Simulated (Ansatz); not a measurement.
CrF3, relaxed as a quartet with UKS PBE-D4/def2-TZVP in Ansatz, starting from the PBE-D4/def2-TZVP geometry of the neutral doublet. Force threshold 0.02 eV/Å.

The relaxation made no stability test and no search for a lower SCF solution. The structure comes from a short search, and lower isomers may exist.

Start:

```xyz
4

Cr    0.000    0.000    0.000
F    -0.619   -0.247   -1.597
F     1.339    1.065    0.254
F    -0.721   -0.818    1.343
```

Question: Estimate the energy that the relaxation releases and the steps that it takes.

Answer: 0.1 kJ/mol, in 3 steps; 2.8 s on 4 threads of Arm Neoverse V2 on a shared host. No frequencies were taken in this run, so the end may be a saddle point.

Question: Does the start keep its bonding and symmetry?

Answer: By distances, no bond broke or formed. The bond that changes most is Cr1–F3, from 1.73 to 1.74 Å (atoms count from 1). Point group D3h at the start, D3h at the end, both within 0.05 Å.

Question: Predict the relaxed structure.

Answer: 
Cartesian coordinates in Å:
```
Cr 0.000 0.000 0.000
F -0.621 -0.248 -1.602
F 1.343 1.069 0.254
F -0.723 -0.821 1.347
```
Bond lengths: 3 × Cr–F 1.74 Å.
